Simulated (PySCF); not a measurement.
Species: C2H5F5SSi2.
Geometry (PBE0-D3(BJ)/def2-SVP, Å), atoms numbered from 1 in this order:
```
atom  x, y, z in Å
F1    -3.0567    0.4997    0.9384
C2    -2.4104   -0.1416   -0.0319
F3    -3.0628   -1.2581   -0.3127
F4    -2.4021    0.6332   -1.1150
C5    -0.9717   -0.4225    0.4142
F6    -1.0375   -1.2367    1.4897
F7    -0.3729   -1.1114   -0.5953
Si8    0.1038    1.1435    0.8300
S9     2.0186    0.4712    1.4610
Si10   2.7477   -0.4629   -0.3547
H11    0.1538    1.9843   -0.3970
H12   -0.5249    1.8528    1.9733
H13    2.4363   -1.9177   -0.3693
H14    4.2239   -0.2648   -0.3406
H15    2.1446    0.2141   -1.5383
```

The calculation used PBE0-D3(BJ)/def2-SVP geometry optimisation, gas phase (PySCF 2.14.0).

Take the most abundant isotopes and a rigid rotor. The values belong to one conformer with, in the numbering `[F:1][C:2]([F:3])([F:4])[C:5]([F:6])([F:7])[SiH2:8][S:9][SiH3:10]`, C2–C5–Si8–S9 179°, C5–Si8–S9–Si10 65°.

Q: What are A, B and C (GHz)?

A: Ia = 313.45, Ib = 1042.66, Ic = 1116.10 u·Å²; 505379 MHz·u·Å²/I gives 1612, 484.7 and 452.8 MHz, that is A = 1.6123, B = 0.4847, C = 0.4528 GHz.

Q: What kind of rotor is it?

A: A near-prolate asymmetric top; Ray's κ = -0.945.

Q: Is it planar, by Δ = Ic − Ia − Ib?

A: Not planar: Δ = Ic − Ia − Ib = -240.01 u·Å². For a rigid frame Δ = −2 Σ m c², so Σ m c² = 120.01 u·Å² lies off the ab plane: 7.50 from hydrogen and 112.50 from heavier atoms. The atom farthest from that plane is 2.03 Å away.

Q: List the rotational levels J(Ka,Kc) to J = 4 (MHz).

A: Above 0(0,0):
J = 1: 1(0,1) 938, 1(1,1) 2065, 1(1,0) 2097
J = 2: 2(0,2) 2812, 2(1,2) 3908, 2(1,1) 4004, 2(2,1) 7387, 2(2,0) 7387
J = 3: 3(0,3) 5622, 3(1,3) 6672, 3(1,2) 6864, 3(2,2) 10199, 3(2,1) 10203, 3(3,1) 15917, 3(3,0) 15917
J = 4: 4(0,4) 9365, 4(1,4) 10357, 4(1,3) 10676, 4(2,3) 13949, 4(2,2) 13959, 4(3,2) 19669, 4(3,1) 19669, 4(4,1) 27672, 4(4,0) 27672
The levels of one J sum to (2J + 1)J(J + 1)(A + B + C)/3.

Q: Which lines would a microwave search look for?

A: The dipole components are |μa| = 0.91 D, |μb| = 0.05 D, |μc| = 1.27 D. The squared components, which scale the intensities, stand as 0.51 : 0.00 : 1.00 (a : b : c). Some lines, for components of 0.1 D or more:

```
type  branch         J(Ka,Kc)   MHz  lower level (cm⁻¹)
   a       R  1(0,1) ← 0(0,0)   938               0.000
   c       Q  2(1,2) ← 2(0,2)  1096               0.094
   c       Q  1(1,1) ← 1(0,1)  1128               0.031
   a       R  2(1,2) ← 1(1,1)  1843               0.069
   a       R  2(0,2) ← 1(0,1)  1874               0.031
   a       R  2(1,1) ← 1(1,0)  1907               0.070
   c       R  1(1,0) ← 0(0,0)  2097               0.000
   c       R  2(1,1) ← 1(0,1)  3066               0.031
   c       Q  2(2,1) ← 2(1,1)  3383               0.134
   c       R  2(2,0) ← 1(1,0)  5290               0.070
   c       R  2(2,1) ← 1(1,1)  5322               0.069
```

Stationary, but not proved a minimum. Constants of a rigid frame at the computed geometry: no zero-point averaging, no centrifugal distortion. A rigid rotor knows nothing of internal rotation, which can split or shift real lines.

On one thread, Arm Neoverse N1 (aarch64), shared host with 64 logical CPUs at a one-minute load of 59, this took 6.9 min wall and 0.79 GiB of memory at its peak. This is the geometry optimisation.
